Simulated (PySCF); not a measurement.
**Electron correlation in As²⁺ (arsenic, charge +2)**

[Ar] 3d10 4s2 4p1, 2P determinant. Calculation: PySCF 2.14, in jorge-DZP-DKH; scalar relativity by spin-free X2C-1e. Frozen: [Ar] 3d10; 3 electrons correlated.

MP2 pair energies summed by pair of shells (mhartree):

```tsv
pair	energy	share (%)
4s-4s	-18.83	72.6
4s-4p	-7.12	27.4
```

Total MP2 correlation energy: -25.94 mhartree.

Same-spin part -1.12 and opposite-spin part -24.83 mhartree; SCS-MP2 scales them by 1/3 and 6/5 to -30.17 mhartree.

```
  level  correlation energy (mhartree)
   CCSD                         -37.02
    (T)                          -0.14
CCSD(T)                         -37.16
```

Diagnostics: T1 = 0.0039, D1 = 0.0072, largest double amplitude 0.099.

Cost of the coupled-cluster step: 0.42 s of wall time on 1 thread of Neoverse-N1 (shared host), for 3 correlated electrons.

Iterations:

```
CC2 = 0
CCSD nocc = (np.int64(2), np.int64(1)), nmo = (29, 29)
frozen orbitals [[0, 1, 2, 3, 4, 5, 6, 7, 8, 9, 10, 11, 12, 13], [0, 1, 2, 3, 4, 5, 6, 7, 8, 9, 10, 11, 12, 13]]
max_cycle = 100
direct = 0
conv_tol = 1e-08
conv_tol_normt = 1e-06
diis_space = 8
diis_start_cycle = 0
Init t2, MP2 energy = -0.0259443084404754
Init E_corr(UCCSD) = -0.0259443084414855
cycle = 1  E_corr(UCCSD) = -0.0331708566302599  dE = -0.00722654819  norm(t1,t2) = 0.038028
cycle = 2  E_corr(UCCSD) = -0.0355766776402638  dE = -0.00240582101  norm(t1,t2) = 0.0147178
cycle = 3  E_corr(UCCSD) = -0.0370401880251316  dE = -0.00146351038  norm(t1,t2) = 0.00589408
cycle = 4  E_corr(UCCSD) = -0.0370230576504118  dE = 1.71303747e-05  norm(t1,t2) = 0.000222287
cycle = 5  E_corr(UCCSD) = -0.0370250215262302  dE = -1.96387582e-06  norm(t1,t2) = 1.92819e-05
cycle = 6  E_corr(UCCSD) = -0.0370243644470498  dE = 6.5707918e-07  norm(t1,t2) = 3.41735e-06
cycle = 7  E_corr(UCCSD) = -0.037024563984536  dE = -1.99537486e-07  norm(t1,t2) = 8.25266e-07
cycle = 8  E_corr(UCCSD) = -0.0370245201977053  dE = 4.37868307e-08  norm(t1,t2) = 1.68905e-07
cycle = 9  E_corr(UCCSD) = -0.0370245227124746  dE = -2.51476934e-09  norm(t1,t2) = 2.17414e-08
UCCSD converged
E(UCCSD) = -2257.924633830183  E_corr = -0.03702452271247463
UCCSD(T) correction = -0.000143596243276963
```
